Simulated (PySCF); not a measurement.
Structure from NMR data

The spectra below were simulated for a compound C4H12O2Si.

1H NMR (300 MHz, computed): δ 3.79 (s, 6H), -0.06 (s, 6H).

13C{1H} NMR (computed): δ 51.9 (CH3, 2C), -2.6 (CH3, 2C).

- NMR shieldings at PBE0/pcSseg-1/GIAO
- GFN2-xTB structure
- code: PySCF 2.14
- no solvent model, a single conformation, one averaged value for each set of equivalent atoms, relativity neglected

Scale: TMS for 1H (σref 31.72) and 13C (σref 186.93) (reference shieldings calculated alike).

Choose the structure that fits.
A. CC(C)O[Si@H](C)O
B. CCCO[SiH2]OC
C. CCO[SiH2]OCC
D. CC(C)(C)O[SiH2]O
E. CO[Si](C)(C)OC

Results:

E. 

- Rings plus π bonds: 0.
- 2 carbon signals for 4 carbons: some carbons are equivalent by symmetry or fast rotation.
- Carbon types of the structure: 4 × CH3, which accounts for all hydrogens.
- δC 51.9: methyl carbon bonded to O; pulled downfield by the heteroatom.
- δC -2.6: methyl carbon bonded to Si; an electropositive neighbour leaves it electron-rich and shielded.
- δH 3.79: hydrogen on a methyl carbon bonded to O; its carbon carries O, which withdraws density.
- δH -0.06: hydrogen on a methyl carbon bonded to Si; an electropositive neighbour shields it, as in TMS itself.

The others: CC(C)(C)O[SiH2]O has carbons computed at 72.9, 33.7, with a different DEPT pattern; CCO[SiH2]OCC would give 3 signals for carbon-bound and other non-exchanging H, not 2; CC(C)O[Si@H](C)O would give 4 carbon signals, not 2; CCCO[SiH2]OC would give 4 carbon signals, not 2.

Shifts are as computed. Against solution values, carbons near 30 ppm lie about +3 ppm off and those near 130 ppm about +5 ppm. Of 1211 compounds with measured shifts, 218 miss one by over three times the rms of a fit or turn the order of signals round; such compounds aren't used in these exercises. Multiplicities follow the n + 1 count of equivalent neighbours, as no J values were calculated; m marks all less simple cases, F and P coupling included.
